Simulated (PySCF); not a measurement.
ethylene carbonate cation (C₃H₄O₃), SMILES O=C1OCCO1 (connectivity only; charge and spin as stated), charge +1, multiplicity 2.

Geometry optimised at ωB97X-D3(BJ)/def2-SVP. A frequency run showed that this geometry is not a minimum. The spin state was assumed, not searched. Other conformers were not sampled.

Level of theory: TDA-PBE0/def2-SVPD run with PySCF.

Vertical excitations. Isolated molecule, no solvent.

Q: List the lowest excited states. (The exact figures need the calculation; the answer reports its results.)

A: 
| state | energy (eV) | λ (nm) | f | main pairs |
|---|---|---|---|---|
| root 1 | 0.75 | 1661 | 0.000 | β HOMO−1→LUMO 99 % |
| root 2 | 1.19 | 1040 | 0.024 | β HOMO→LUMO 96 % |
| root 3 | 2.53 | 490 | 0.000 | β HOMO−3→LUMO 99 % |
| root 4 | 2.58 | 480 | 0.000 | β HOMO−2→LUMO 99 % |
| root 5 | 4.40 | 282 | 0.072 | β HOMO−4→LUMO 97 % |
| root 6 | 4.53 | 274 | 0.000 | β HOMO−6→LUMO 99 % |
| root 7 | 4.54 | 273 | 0.121 | β HOMO−5→LUMO 95 % |
| root 8 | 6.21 | 200 | 0.020 | β HOMO−7→LUMO 98 % |
| root 9 | 6.51 | 190 | 0.000 | α HOMO→LUMO 67 %, β HOMO−1→LUMO+1 29 % |
| root 10 | 6.68 | 186 | 0.000 | β HOMO−9→LUMO 95 % |
Unrestricted roots are not spin-pure.
